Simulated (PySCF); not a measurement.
This PySCF input asks for the NMR shieldings of SMILES C=CC[P+](C)(C)P, [C$_{5}$H$_{13}$P$_{2}$]+; the geometry comes from GFN2-xTB.

```python
import basis_set_exchange as bse
import numpy as np
from pyscf import gto, dft
from pyscf.prop import nmr

atoms = """
C     2.710459    1.078140    0.225022
C     1.953898    0.055243    0.575070
C     1.077311   -0.704242   -0.377158
P    -0.676306   -0.341897    0.001874
C    -1.009892    1.360876   -0.552964
C    -1.708886   -1.464029   -0.984855
P    -0.991782   -0.724284    2.116427
H     2.757527    1.432691   -0.791682
H     3.335600    1.587132    0.936874
H     1.941205   -0.302818    1.597967
H     1.279677   -0.425250   -1.414671
H     1.224756   -1.781990   -0.257652
H    -0.286150    2.035238   -0.095129
H    -2.017219    1.659152   -0.264552
H    -0.916851    1.414538   -1.637013
H    -1.398883   -1.424810   -2.028857
H    -1.598271   -2.482469   -0.613368
H    -2.755209   -1.169594   -0.910228
H    -0.586587    0.570037    2.458554
H    -2.339545   -0.360986    2.013303
"""
names = dict.fromkeys(["C", "P", "H"], "pcSseg-1")
basis = {el: gto.basis.parse(bse.get_basis(n, elements=[el], fmt="nwchem")) for el, n in names.items()}
mol = gto.M(atom=atoms, basis=basis, charge=1, verbose=0)
mf = dft.RKS(mol, xc="PBE0")
mf.grids.level = 2
mf.grids.alignment = dft.numint.BLKSIZE   # the property module wants whole blocks of grid points
mf.conv_tol = 1e-9
mf.kernel()

calc = nmr.RKS(mf)   # GIAO
C = mf.mo_coeff
Co = C[:, mf.mo_occ > 0]
resp = mf.gen_response(singlet=True, hermi=2)
def vind(x):   # induced exchange potential for any number of trial vectors
    d = np.einsum("pi,xij,qj->xpq", C, 2 * x.reshape(-1, C.shape[1], Co.shape[1]), Co, optimize=True)
    return np.einsum("xpq,pi,qj->xij", resp(d - d.transpose(0, 2, 1)), C, Co, optimize=True).ravel()
mo1, _ = nmr.rhf.solve_mo1(calc, with_cphf=vind)
sigma = calc.kernel(mo1)
for i, s in enumerate(sigma):   # ppm
    w = np.linalg.eigvalsh((s + s.T) / 2)
    print("%2d %-2s iso %8.1f  s11 %8.1f  s22 %8.1f  s33 %8.1f" % (i, mol.atom_pure_symbol(i), w.mean(), *w))
```

Q: What are the results?

A: 
```
 0 C  iso     47.2  s11    -72.3  s22     53.6  s33    160.3
 1 C  iso     59.5  s11    -56.8  s22     74.5  s33    160.9
 2 C  iso    149.4  s11    136.5  s22    152.5  s33    159.2
 3 P  iso    313.8  s11    297.8  s22    320.3  s33    323.4
 4 C  iso    170.7  s11    154.1  s22    165.4  s33    192.5
 5 C  iso    173.6  s11    164.7  s22    165.7  s33    190.6
 6 P  iso    541.6  s11    509.0  s22    518.4  s33    597.3
 7 H  iso     25.5  s11     20.9  s22     25.0  s33     30.6
 8 H  iso     25.4  s11     22.0  s22     24.4  s33     29.7
 9 H  iso     26.0  s11     22.8  s22     25.1  s33     30.1
10 H  iso     28.9  s11     24.9  s22     27.3  s33     34.4
11 H  iso     28.5  s11     24.3  s22     27.1  s33     34.3
12 H  iso     29.4  s11     24.4  s22     28.2  s33     35.4
13 H  iso     29.8  s11     25.1  s22     27.4  s33     36.9
14 H  iso     29.9  s11     25.2  s22     26.6  s33     37.9
15 H  iso     29.6  s11     24.6  s22     27.0  s33     37.3
16 H  iso     29.7  s11     24.6  s22     27.3  s33     37.2
17 H  iso     29.7  s11     24.9  s22     27.0  s33     37.3
18 H  iso     28.6  s11     23.0  s22     27.0  s33     35.6
19 H  iso     28.7  s11     23.4  s22     26.5  s33     36.4
```

These numbers come from an equivalent density-fitted implementation of the same equations, which agrees with the script to about 0.01 ppm for H and up to a few tenths of a ppm for heavy atoms, so last digits may differ.

Q: Turn these shieldings into chemical shifts. References, each an isolated molecule treated in the same way: ¹³C (186.93 ppm) and ¹H (31.72 ppm) against TMS; H3PO4 for ³¹P (318.38 ppm).

A: Averaging equivalent atoms: C 0: 139.8; C 1: 127.4; C 2: 37.6; C 4/5: 14.8; P 3: 4.5; P 6: -223.2; H 8: 6.36; H 7: 6.21; H 9: 5.71; H 18/19: 3.06; H 10/11: 3.02; H 12/13/14/15/16/17: 2.03 ppm. Experimental scales use liquid or dissolved standards, which lie at an offset from isolated H3PO4.

Size and cost of the density-fitted run: 198 basis functions, roughly 2.2 core-minutes.
